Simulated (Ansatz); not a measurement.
Relaxation of F2H6NO3Ta (13 atoms, charge 0, multiplicity 1), to a largest force component of 0.03 eV/Å in at most 50 steps.

The calculation used RHF/def2-SVP in Ansatz.

```xyz
13
Properties=species:S:1:pos:R:3
Ta -0.560 -0.638 0.412
N 2.645 0.329 0.330
H 3.066 0.791 1.118
H 3.268 0.421 -0.453
F -0.114 -0.422 2.243
F -0.523 -0.972 -1.471
O -0.601 1.216 0.128
H 0.010 1.915 -0.043
O -2.290 -1.238 0.675
H -3.032 -1.768 0.907
O 0.833 -2.045 0.442
H 1.020 -2.518 -0.356
H 2.570 -0.672 0.561
```

Question: Where does it end, and by what steps?

Answer: It converged. After 21 steps the energy has fallen by 0.786 eV; H4 moved furthest, 0.81 Å. Joined: Ta1–N2 (3.35 → 2.38 Å).

```tsv
step	energy less start (eV)	largest force component (eV/Å)	accepted
0	0.0000	1.206	yes
1	-0.1118	1.387	yes
2	-0.2542	1.360	yes
3	-0.4521	1.258	yes
4	-0.5896	1.399	yes
5	-0.6421	0.731	yes
6	-0.7072	0.788	yes
7	-0.7466	0.459	yes
8	-0.7685	0.125	yes
9	-0.7695	0.223	yes
10	-0.7786	0.119	yes
11	-0.7788	0.113	yes
12	-0.7821	0.035	yes
13	-0.7753	0.336	no
14	-0.7833	0.050	yes
15	-0.7810	0.304	no
16	-0.7846	0.043	yes
17	-0.7848	0.157	yes
18	-0.7851	0.066	yes
19	-0.7852	0.056	yes
20	-0.7856	0.045	yes
21	-0.7857	0.008	yes
```

```xyz
13
Properties=species:S:1:pos:R:3
Ta -0.108 -0.526 0.486
N 2.204 0.021 0.402
H 2.381 0.886 0.887
H 2.517 0.124 -0.551
F 0.333 -0.441 2.334
F 0.113 -0.490 -1.430
O -0.311 1.379 0.374
H -0.464 2.058 -0.261
O -1.927 -0.976 0.615
H -2.550 -1.670 0.746
O 0.578 -2.328 0.374
H 0.774 -2.936 -0.319
H 2.753 -0.702 0.837
```

Whether the end is a true minimum wasn't checked by a vibrational analysis.

Run time: 37 s on 4 threads of Arm Neoverse V2, with other jobs on the host, peak memory 0.41 GiB.
